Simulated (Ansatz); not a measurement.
A set of 12 reactions (ligand exchange), with CCSD(T)/CBS values in kJ/mol:

| reaction | ΔE |
| --- | --- |
| `BOC[SiH2]Cl` + CH₃OH → `CO[SiH2]Cl` + `BOC` | -119.5 |
| `CO[SiH2]C#N` + `O[SiH3]` → `CO[SiH2]O[SiH3]` + `C#N` | -84.7 |
| `O[SiH2][O][GeH2][OH]` + `N[SiH](O)O` → `O[SiH2]N[SiH](O)O` + `[OH][GeH2][OH]` | 48.7 |
| `N[SiH2]C(O)F` + `CCO` → `CCO[SiH2]N` + `OCF` | -129.9 |
| `BOCO[SiH3]` + `OB[SiH2][AlH2]` → `BOB[SiH2][AlH2]` + `OCO[SiH3]` | 34.5 |
| `[SiH3][SiH]1C[Se]1` + `[OH][Ge][Cl]` → `[SiH3][O][Ge][Cl]` + `C1[SiH2][Se]1` | -85.8 |
| `F[BH][SnH2][SiH3]` + `O[SiH2][SiH3]` → `FBO[SiH2][SiH3]` + `[SiH3][SnH3]` | -167.1 |
| `C[Se]B(Cl)Cl` + H₂S → `SB(Cl)Cl` + `C[SeH]` | 7.2 |
| `C=C([SiH3])[NH][AlH2]` + `N[SiH3]` → `[AlH2][NH][SiH3]` + `C=C(N)[SiH3]` | -8.4 |
| `NBC[SiH2]Cl` + `CCN` → `CCNBN` + `C[SiH2]Cl` | -82.7 |
| `C[SiH2]C(N)=O` + `C[SeH]` → `C[SiH2][Se]C` + `NC=O` | -77.7 |
| `C=C=C([SiH3])BF` + `N[SiH3]` → `FBN[SiH3]` + `C=C=C[SiH3]` | -91.2 |

Isolated molecules relaxed with PBE0-D4/def2-TZVP in Ansatz; ΔE leaves out vibrations. CBS: MP2 limit from def2 TZ/QZ plus the TZ coupled-cluster correction, frozen cores. This one scheme is used for every species. DFT in def2-TZVPP. B3LYP here is the variant with VWN-RPA as its local correlation; programs differ in this. def2 core potentials past Kr. For Ge, Se, Sn outer-core shells are correlated without core-valence functions, which leaves a few kJ/mol of doubt a bond. Scalar relativity is left out up to krypton. Each species was taken in one conformer, which may not be the lowest.

Task: Give the mean, mean absolute and largest difference (level minus CCSD(T)/CBS, kJ/mol) for: B3LYP-D4, ωB97X-V, ωB97M-V, PBE, r2SCAN, B3LYP, MP2/def2-TZVPP, SCS-MP2/def2-TZVPP, CCSD(T)/def2-TZVPP, HF/def2-QZVPP, MP2/def2-QZVPP, SCS-MP2/def2-QZVPP, MP2/CBS(def2), CCSD/CBS(def2). (Best estimate.)

Result: The calculation gave: 
| level | mean | mean absolute | largest |
| --- | --- | --- | --- |
| B3LYP-D4 | -1.7 | 2.8 | -7.7 |
| ωB97X-V | -0.2 | 2.6 | -6.9 |
| ωB97M-V | -0.8 | 2.7 | -7.4 |
| PBE | 5.5 | 9.5 | 26.8 |
| r2SCAN | -0.3 | 4.0 | 8.0 |
| B3LYP | -1.9 | 4.8 | -10.7 |
| MP2/def2-TZVPP | -1.2 | 2.9 | -5.7 |
| SCS-MP2/def2-TZVPP | -2.4 | 3.6 | -10.9 |
| CCSD(T)/def2-TZVPP | -0.1 | 1.5 | -4.5 |
| HF/def2-QZVPP | -11.1 | 14.0 | -28.7 |
| MP2/def2-QZVPP | -1.3 | 2.8 | -6.1 |
| SCS-MP2/def2-QZVPP | -2.6 | 3.5 | -11.1 |
| MP2/CBS(def2) | -1.1 | 2.7 | -7.6 |
| CCSD/CBS(def2) | -1.5 | 1.9 | -3.8 |

The largest T1 diagnostic in the set is 0.017, for `BOB[SiH2][AlH2]` (customary mark 0.02).

CCSD(T)/CBS is a level of theory with its own doubt, and the functionals carry their triple-zeta basis error, so these figures describe this set and don't rank the functionals.
